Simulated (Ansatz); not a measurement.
`[NH2][Sn]([F])([Cl])[Cl]` + `N#[C][Ga]([Cl])[Cl]` → `N#[C][Sn]([F])([Cl])[Cl]` + `[NH2][Ga]([Cl])[Cl]` at 298.15 K and 1 bar (redistribution).

Isolated molecules relaxed with PBE0-D4/def2-TZVP in Ansatz; ΔE leaves out vibrations. CBS: MP2 limit from def2 TZ/QZ plus the TZ coupled-cluster correction, frozen cores. Elements past krypton have def2 core potentials. For Ga, Sn outer-core shells are correlated without core-valence functions, which leaves a few kJ/mol of doubt a bond. Scalar relativity is left out up to krypton. Each species was taken in one conformer, which may not be the lowest.

```tsv
species	CCSD(T)/CBS energy (Eh)	H − E (kJ/mol)	S (J/(mol·K))
`[NH2][Sn]([F])([Cl])[Cl]`	-1289.42050	101.7	390.9
`N#[C][Ga]([Cl])[Cl]`	-2936.34762	47.5	350.9
`N#[C][Sn]([F])([Cl])[Cl]`	-1326.22933	56.4	394.3
`[NH2][Ga]([Cl])[Cl]`	-2899.54184	92.8	349.5
```

H − E and S are ideal-gas, rigid-rotor, harmonic terms from PBE0-D4/def2-TZVP, for one conformer and one mirror image of each species. 1 Eh = 2625.50 kJ/mol, R = 8.31446 J/(mol·K).

Problem. By hand: ΔE, ΔH, ΔS and ΔG.

Solution. ΔE = (-1326.22933) + (-2899.54184) − (-1289.42050) − (-2936.34762) = -0.00305 Eh = -8.0 kJ/mol. Δ(H − E) = 56.4 + 92.8 − 101.7 − 47.5 = 0.0, so ΔH = -8.0 kJ/mol. ΔS = 394.3 + 349.5 − 390.9 − 350.9 = 2.0 J/(mol·K). ΔG = -8.0 − 298.15 × (2.0)/1000 = -8.6 kJ/mol.

Problem. By hand: the equilibrium constant, and the temperature at which ΔG would vanish if ΔH and ΔS stayed fixed.

Solution. log₁₀ K = −ΔG/(RT ln 10) = 1.5. ΔH and −TΔS have one sign here, so there is no such temperature.

The number of gas molecules stays the same, so ΔS is small and ΔH decides. A doubt of 5 kJ/mol in ΔE shifts log₁₀ K by 0.9 here. Other conformers and mirror images would add mixing entropy, several J/(mol·K) or more a flexible species. Modes under 60 cm⁻¹, often nearly free rotors, make the harmonic entropy too high. These are equilibria of isolated gas molecules and say nothing of rates. Largest T1 diagnostic: 0.013 (customary marks: 0.02 for closed shells, 0.045 for open ones).

ΔS is within the doubt of such terms, so its sign, and with it that verdict, could turn.
